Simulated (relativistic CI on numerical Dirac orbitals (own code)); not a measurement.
**Os⁵⁺: O2,3 absorption edge**

Computed with this model: Dirac-Coulomb-Breit CI, KLI orbitals optimised for each configuration, a model potential for QED, valence Slater integrals scaled by 0.9, multiplet model of core-to-valence dipole absorption; configurations [Xe] 4f14 5d3 → [Kr] 4d10 4f14 5s2 5p5 5d4; 300 K; Lorentzian 1 eV and Gaussian 0.3 eV FWHM. Energies are those of the free ion, without screening or charge transfer. The branching ratio is the share of the lower-energy edge in the whole absorption, uncertain by about 0.02 where the edges overlap. S is read from ⟨S²⟩ = S(S + 1).

Field parameters in Wybourne normalisation: D3d B²₀ = −7Dσ, B⁴₀ = −14Dq − 21Dτ, B⁴₃ = −14√(10/7) Dq; Td as Oh with Dq negative (B⁴₀ = 21Dq, B⁴₄ = √(5/14) B⁴₀). The field is a parameter set, without covalency.

free ion: ground-state S = 1.40, centroid 56.40 eV. Peaks (eV, height): 50.0 (75), 51.2 (72), 55.8 (100), 57.5 (25), 62.5 (16), 64.5 (26), 66.0 (62).

Td, 10Dq = -7450 cm⁻¹: ground-state S = 1.38, centroid 56.65 eV. Peaks (eV, height): 50.5 (86), 51.2 (82), 55.8 (100), 61.5 (17), 64.2 (37), 66.2 (58).

Td, 10Dq = -12150 cm⁻¹: ground-state S = 1.31, centroid 56.90 eV. Peaks (eV, height): 50.8 (100), 56.0 (94), 59.8 (17), 61.8 (26), 64.5 (54), 66.8 (50).

Td, 10Dq = -17700 cm⁻¹: ground-state S = 1.14, centroid 57.35 eV. Peaks (eV, height): 51.0 (100), 55.2 (58), 56.8 (66), 62.0 (36), 65.0 (63), 66.8 (44), 67.8 (45).

D3d, 10Dq = 29600, Dσ = 950, Dτ = -90 cm⁻¹: ground-state S = 1.45, centroid 58.07 eV. Peaks (eV, height): 45.8 (20), 51.5 (100), 56.8 (39), 58.5 (39), 60.5 (35), 64.2 (52), 66.0 (46), 69.5 (30).

Strongest unbroadened transitions for D3d, 10Dq = 29600, Dσ = 950, Dτ = -90 cm⁻¹:

```
Energy (eV)  Relative strength
      50.30               45.2
      50.34               26.3
      51.18               33.8
      51.30               60.1
      51.33               76.4
      51.37              100.0
      51.46               50.0
      52.03               32.6
      52.09               39.2
      52.16               29.4
      58.62               34.2
      63.37               48.3
      64.29               49.9
      64.39               39.1
      65.52               52.7
      66.43               33.6
      67.08               29.1
      69.11               40.0
```
